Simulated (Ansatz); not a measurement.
The cluster Zn₂S⁺. The state is a doublet with charge 1. Geometry r2SCAN-D4/def2-TZVP; atoms count from 1.

```
atom   x (Å)   y (Å)   z (Å)
 Zn1  -0.061  -0.218   1.843
 Zn2   0.658  -0.301  -1.710
  S3  -0.597   0.520  -0.133
```

The structure comes from a short search, and lower isomers may exist.

**Question.** Estimate the Mulliken populations from the PBE0/def2-TZVP orbitals of Ansatz.

**Answer.** 
```csv
atom,charge (e),spin (α − β),d electrons
Zn1,0.60,0.42,10.03
Zn2,0.60,0.42,10.03
S3,-0.20,0.16,–
```
Mulliken values and Mayer orders depend strongly on the basis.

**Question.** Where does the spin sit?

**Answer.** Summed by element: Zn 0.84, S 0.16, of 1 unpaired in all. Largest on single atoms: Zn1 0.42, Zn2 0.42, S3 0.16.

**Question.** And the Mayer bond orders between bonded heavy atoms (over 0.3)?

**Answer.** Zn1–S3 1.14 (2.18 Å); Zn2–S3 1.14 (2.18 Å). Values over 0.3 also appear between atoms too far apart for a bond (Zn1–Zn2 0.34 at 3.63 Å); they arise where an orbital or an unpaired electron spreads over both atoms.
